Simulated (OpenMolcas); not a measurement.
OpenMolcas run: Cr4+

Input:

```
&GATEWAY
Coord
1

Cr 0.0 0.0 0.0
Basis=ANO-L-VDZP
Group=XYZ
NoMove
AngMom=0.0 0.0 0.0
AMFI
&SEWARD
&RASSCF
FileOrb=start.orb
Symmetry=1
Spin=3
nActEl=2 0 0
Inactive=3 6
Ras2=5 0
CIRoot=10 10 1
SDav=10
CIMx=300
Iter=120 100
PrWF=0.3
OrbListing=Nothing
MaxOrb=0
Atom
>>> COPY $Project.JobIph JOBPRE
&RASSCF
FileOrb=start.orb
Symmetry=1
Spin=3
nActEl=2 0 0
Inactive=3 6
Ras2=10 0
CIRoot=10 10 1
SDav=45
CIMx=300
Iter=120 100
PrWF=0.3
OrbListing=Nothing
MaxOrb=0
Atom
>>> COPY $Project.JobIph JOB001
&RASSCF
FileOrb=start.orb
Symmetry=1
Spin=1
nActEl=2 0 0
Inactive=3 6
Ras2=10 0
CIRoot=27 27 1
SDav=55
CIMx=300
Iter=120 100
PrWF=0.3
OrbListing=Nothing
MaxOrb=0
Atom
CIOnly
>>> COPY $Project.JobIph JOB002
&RASSI
NrOfJobIphs=2 10 15
1 2 3 4 5 6 7 8 9 10
1 2 3 4 5 6 7 8 9 10 11 12 13 14 15
IphNames
JOB001
JOB002
EJob
SpinOrbit
DIPRint=1.0
SOCoupling=1000.0
Subsets=2
MEES
Property=10
'ANGMOM' 1 'ANGMOM' 2 'ANGMOM' 3 'MLTPL  1' 1 'MLTPL  1' 2 'MLTPL  1' 3
'AMFI' 1 'AMFI' 2 'AMFI' 3 'MLTPL  2' 6
SOProperty=3
'ANGMOM' 1 'ANGMOM' 2 'ANGMOM' 3
```

Launched by
```bash
OMP_NUM_THREADS=1 MOLCAS_MEM=2252 MOLCAS_PROJECT=a pymolcas a.inp > a.log  # once for each step of the input, in one work folder
```

A driver script runs the steps one by one and writes start.orb anew before each from the orbitals found so far, so a CI-only block uses the converged orbitals of the first block.

Output, cut to the results:

```
--- SEWARD ---
Basis set label: CR.ANO-L...5S4P2D1F.

      Electronic valence basis set:
      ------------------
      Associated Effective Charge  24.000000 au
      Associated Actual Charge     24.000000 au
      Nuclear Model: Point charge

      Shell  nPrim  nBasis  Cartesian Spherical Contaminant
         s      21       5        X
         p      15       4        X
         d      10       2                 X
         f       6       1                 X
                  Atomic mean-field integrals
--- RASSCF ---
Wave function specifications:
      -----------------------------

      Number of closed shell electrons          18
      Number of electrons in active shells       2
      Max number of holes in RAS1 space          0
      Max nr of electrons in RAS3 space          0
      Number of inactive orbitals                9
      Number of active orbitals                 10
      Number of secondary orbitals              15
      Spin quantum number                      1.0
      State symmetry                             1
Orbital specifications:
      -----------------------

      Symmetry species                           1   2
                                                ag  au
      Frozen orbitals                            0   0
      Inactive orbitals                          3   6
      Active orbitals                           10   0
      RAS1 orbitals                              0   0
      RAS2 orbitals                             10   0
      RAS3 orbitals                              0   0
      Secondary orbitals                         2  13
      Deleted orbitals                           0   0
      Number of basis functions                 15  19
      Number of CSFs                            45
      Number of root(s) required                10
      Iter CI   SX   CI       RASSCF       Energy    max ROT     max BLB   max BLB  Level Ln srch  Step   QN
          iter iter root      energy       change     param      element    value   shift minimum  type update
 Nr of preliminary CI iterations:   1
      Total energies have been shifted. Add                -1000.00 au
        1   1    3    0   -39.53192633    0.00E+00  -2.19E-06    5  12 2 -1.68E-05   0.00   0.00    SX    NO
        2   1    2    0   -39.53192633   -1.65E-10   4.92E-08    3  10 2 -6.31E-07   0.00   0.00    SX    NO
        3   1    2    0   -39.53192633    2.27E-13  -8.38E-09    3  15 1 -7.31E-08   0.00   0.00    SX    NO
        4   1    1    0   -39.53192633   -9.09E-13   0.00E+00    3  14 1  6.18E-09   0.00   0.00    SX    NO
      Convergence after  4 iterations
        5   1    1    0   -39.53192633    1.36E-12   0.00E+00    3  14 1  6.28E-09   0.00   0.00    SX    NO
      Natural orbitals and occupation numbers for root  1
      sym 1:   0.000000   0.101410   0.898584   0.101410   0.898584   0.000005  -0.000000   0.000005   0.000001   0.000001
      Natural orbitals and occupation numbers for root  2
      sym 1:   0.895125   0.104869   0.895125   0.104869  -0.000000  -0.000000   0.000001   0.000005   0.000001   0.000005
      Natural orbitals and occupation numbers for root  3
      sym 1:   0.913862   0.000000   0.086132   0.913862   0.086132   0.000000   0.000005   0.000000   0.000005   0.000000
::    RASSCF root number  1 Total energy:  -1039.55357901
::    RASSCF root number  2 Total energy:  -1039.55357901
::    RASSCF root number  3 Total energy:  -1039.55357901
::    RASSCF root number  4 Total energy:  -1039.55357901
::    RASSCF root number  5 Total energy:  -1039.55357901
::    RASSCF root number  6 Total energy:  -1039.55357901
::    RASSCF root number  7 Total energy:  -1039.55357901
::    RASSCF root number  8 Total energy:  -1039.48140339
::    RASSCF root number  9 Total energy:  -1039.48140339
::    RASSCF root number 10 Total energy:  -1039.48140339
--- RASSCF ---
Wave function specifications:
      -----------------------------

      Number of closed shell electrons          18
      Number of electrons in active shells       2
      Max number of holes in RAS1 space          0
      Max nr of electrons in RAS3 space          0
      Number of inactive orbitals                9
      Number of active orbitals                 10
      Number of secondary orbitals              15
      Spin quantum number                      0.0
      State symmetry                             1
Orbital specifications:
      -----------------------

...
--- RASSI ---
SPIN-FREE ENERGIES:
  (Shifted by EMIN (a.u.) =      -1039.5535790138)

 SF State       Relative EMIN(au)   Rel lowest level(eV)    D:o, cm**(-1)      L_eff

     1             0.0000000000        0.0000000000              0.0000         3.0
     2             0.0000000000        0.0000000000              0.0000         3.0
     3             0.0000000000        0.0000000000              0.0000         3.0
     4             0.0000000000        0.0000000000              0.0000         3.0
     5             0.0000000000        0.0000000000              0.0000         3.0
     6             0.0000000000        0.0000000000              0.0000         3.0
     7             0.0000000000        0.0000000000              0.0000         3.0
    11             0.0596883756        1.6242034425          13100.0842         2.0
    12             0.0596883756        1.6242034425          13100.0842         2.0
    13             0.0596883756        1.6242034425          13100.0842         2.0
    14             0.0596883756        1.6242034425          13100.0842         2.0
    15             0.0596883756        1.6242034425          13100.0842         2.0
    10             0.0721756202        1.9639986793          15840.7176         1.0
     8             0.0721756202        1.9639986793          15840.7176         1.0
     9             0.0721756202        1.9639986793          15840.7176         1.0
    16             0.0933419628        2.5399642018          20486.1929         4.0
    17             0.0933419628        2.5399642018          20486.1929         4.0
    18             0.0933419628        2.5399642018          20486.1929         4.0
    19             0.0933419628        2.5399642018          20486.1929         4.0
    20             0.0933419628        2.5399642018          20486.1929         4.0
    21             0.0933419628        2.5399642018          20486.1929         4.0
...
```

Levels above the lowest, from the spin-orbit matrix, grouped by J:

```tsv
Configuration	Term	J	E (cm-1)	Measured (cm-1)	g	Term weight %
3d2	3F	2	0.0	0.0	0.666	100
3d2	3F	3	400	508	1.084	100
3d2	3F	4	915	1142	1.251	100
3d2	1D	2	13593	13188	1.008	98
3d2	3P	0	16101	15492		100
3d2	3P	1	16241	15677	1.501	100
3d2	3P	2	16548	16041	1.493	98
3d2	1G	4	21019	22019	1.000	100
3d2	1S	0	51043	51146		100
```

Against the 8 measured excited levels shown (Sugar and Corliss, J. Phys. Chem. Ref. Data 6, 317 (1977)) the mean absolute deviation is 440 cm-1; the largest miss in energy is 3d2 1G4: computed 21019, measured 22019 cm-1 (-4.5 %), and the largest in proportion 3d2 3F3 (-21.3 %).

Without dynamic correlation excited terms often stand tens of per cent too high (terms of higher spin than the ground term too low), and those without a measured partner can miss by more than the paired ones. Terms from blocks run as CI alone lack orbitals of their own. Active for correlation alone: 4d; no level in the range computed is led by a configuration that fills it, so any true level of that kind is missing. The basis is small and was not contracted for so high a charge. Computed and measured levels are paired by configuration, term and J; levels that our copy of the source lacks, or whose pairing is in doubt (as where it misses far off the trend of its configuration), stay unpaired and out of the deviations. Only configurations of the active space appear. The first state left out of the spin-orbit step lies near 370000 cm-1 above the lowest spin-free state of the reference (among the parities and spins computed), and the list stops at four fifths of that energy or lower.

The term weight is that of the spin-free term in the level, not the purity of its configuration.
